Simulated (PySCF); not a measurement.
Gas-phase reaction: In(CH₃)₂NH₂ + C₂H₅ → InH₃ + 3 CH₃ + HCN

Method: PySCF energies plus ideal-gas RRHO corrections (1 bar). S°(298 K) at PBE0/def2-TZVP differs from the NASA 1993 table for C₂H₅ (+9 J/mol/K); whether the harmonic model or the table's entry is off was not settled. † marks an energy on the PBE0/def2-TZVP geometry and frequencies; other levels use their own. MP2 freezes the core. Open shells (unrestricted): C₂H₅ (multiplicity 2), CH₃ (multiplicity 2); the rest are closed-shell singlets. B3LYP is the form with VWN-RPA correlation. In: scalar-relativistic def2 core potential, no spin-orbit coupling. Methyl groups turn as free rotors in In(CH₃)₂NH₂. In(CH₃)₂NH₂, InH₃: computed as isolated molecules; such fragments, hydroxides, amides, oligomers or adducts are transient or little studied in the gas. MP2 isn't extrapolated to the basis-set limit; its ΔH°(298 K) is 558.4 kJ in def2-SVP and 612.0 kJ in def2-TZVPP. The harmonic model lacks anharmonicity and excited electronic states, which grow with temperature; levels with a mode under 35 cm⁻¹ are left out. Internal rotation in C₂H₅ is treated as a harmonic vibration of one conformer, which makes the entropy rough. Soft modes under 120 cm⁻¹ make the harmonic entropy rough for In(CH₃)₂NH₂.

```tsv
level	ΔE electronic, kJ	ΔH°(298 K), kJ	ΔS°(298 K), J/K	ΔG°(2000 K), kJ
B3LYP/def2-TZVP†	607	539	380	-223
HF/def2-TZVP†	441	372	380	-390
MP2/def2-SVP†	627	558	380	-204
MP2/def2-TZVPP†	681	612	380	-150
PBE/def2-SVP	675	608	375	-144
PBE/def2-TZVP†	667	598	380	-164
PBE0/def2-QZVP†	676	608	380	-155
PBE0/def2-SVP†	677	608	380	-154
PBE0/def2-TZVP	670	601	380	-161
LDA/def2-TZVP†	825	756	380	-6
ωB97M-V/def2-TZVP†	659	590	380	-172
```
ΔH° is lowest at HF/def2-TZVP† and highest at LDA/def2-TZVP†. No reference value is set beside these.
